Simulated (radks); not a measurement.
Charge is removed step by step from the 1s up level of neutral hydrogen, starting from 1s(up 1, down 0). Method: scalar-relativistic Kohn-Sham, PBE, spin-polarised, spherical densities, point nucleus; computed with a radial shooting solver on a logarithmic mesh with Libxc functionals.

\begin{tabular}{lrr}
removed (e) & E - E(0) (eV) & eigenvalue (eV) \\ \hline
0 & 0.000 & -7.595 \\
0.1 & 0.820 & -8.808 \\
0.2 & 1.763 & -10.055 \\
0.3 & 2.832 & -11.328 \\
0.4 & 4.029 & -12.614 \\
0.5 & 5.354 & -13.897 \\
0.6 & 6.807 & -15.150 \\
0.7 & 8.382 & -16.332 \\
0.8 & 10.068 & -17.358 \\
0.9 & 11.842 & -18.003 \\
\end{tabular}

The mean slope of the eigenvalue, de/dn, is 11.6 eV per electron.
